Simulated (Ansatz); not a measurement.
C2H4N2, SMILES `CN=C=N` (charge 0, multiplicity 1).

Level of theory: LC-ωPBE/cc-pVTZ // B3LYP-D3(BJ)/def2-TZVP (Ansatz, a program for electronic structure).

Ansatz 0.2 input:
```yaml
crystal:
  periodic: [false, false, false]
  atoms:
    - { symbol: C, position_ang: [-1.234389, -0.359873, 0.313603] }
    - { symbol: N, position_ang: [0.162318, -0.660647, 0.06855] }
    - { symbol: C, position_ang: [1.128091, 0.058733, 0.172813] }
    - { symbol: N, position_ang: [2.175794, 0.660183, 0.381433] }
    - { symbol: H, position_ang: [-1.388273, 0.658715, 0.67673] }
    - { symbol: H, position_ang: [-1.624065, -1.062025, 1.051201] }
    - { symbol: H, position_ang: [-1.800058, -0.498648, -0.608466] }
    - { symbol: H, position_ang: [2.580589, 1.203566, -0.370097] }
basis:
  gaussian: { orbitals: cc-pVTZ }
hamiltonian:
  xc: lc_wpbe
```

Output:

```
Functional definition: LC-wPBE
918 factors; their error is unknown
274 factors; integrals over basis functions are off by at most 2.5e-5 eV
mean field evaluation 1: about -5112.7863 eV, gradient 4.5e1 eV
mean field evaluation 2: about -5113.8926 eV, gradient 3.9e1 eV
mean field evaluation 4: about -5116.4899 eV, gradient 1.3e0 eV
mean field evaluation 8: about -5116.4965 eV, gradient 1.1e-1 eV
mean field evaluation 16: about -5116.4771 eV, gradient 7.6e-5 eV
mean field -5116.47705721 eV, -188.0270637796 hartree, gradient 7.6e-5 eV, S^2 0.000000; 0 other end points of the search recorded, 0 dependent functions left out
reference -5116.47705721 eV, -188.0270637798 hartree; 15, 15 occupied and 161, 161 virtual orbitals, 918 factors
Total energy: -5116.47705721 eV, -188.0270637798 hartree
```
